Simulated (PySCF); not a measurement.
**C(2+) (carbon, charge +2) across methods**

[He] 2s1 3s1, high-spin 3S determinant (an excited configuration). Calculation: PySCF 2.14, in dyall-acv3z; scalar relativity by spin-free X2C-1e.

| method | E (hartree) | mean ε 1s β (eV) | mean ε 2s α (eV) | mean ε 3s α (eV) | Σ⟨r²⟩ (bohr²) | ⟨S²⟩ |
| --- | --- | --- | --- | --- | --- | --- |
| BLYP | -35.4740 | -321.47 | -48.805 | -15.666 | 15.10 | 2.000 |
| r2SCAN | -35.4578 | -324.84 | -49.333 | -15.861 | 15.35 | 2.000 |
| M06 | -35.4769 | -330.27 | -50.327 | -16.578 | 14.99 | 2.000 |
| LDA | -35.0985 | -318.09 | -48.609 | -15.814 | 15.16 | 2.000 |
| PBE0 | -35.4375 | -329.67 | -50.792 | -16.561 | 15.20 | 2.000 |
| PBE | -35.4282 | -320.78 | -48.936 | -15.949 | 15.10 | 2.000 |
| UHF | -35.40277 | -355.57 | -55.972 | -18.016 | 15.66 | 2.000 |
| B97-3 | -35.4721 | -330.76 | -50.833 | -16.511 | 15.06 | 2.000 |

**Question.** Estimate the same row for HSE06.

**Answer.** E (hartree) = -35.4412; mean ε 1s β (eV) = -329.28; mean ε 2s α (eV) = -50.383; mean ε 3s α (eV) = -16.174; Σ⟨r²⟩ (bohr²) = 15.20; ⟨S²⟩ = 2.000.

The outer electron is Rydberg-like, and this basis confines it to a smaller radius and binds it less than a complete one would.
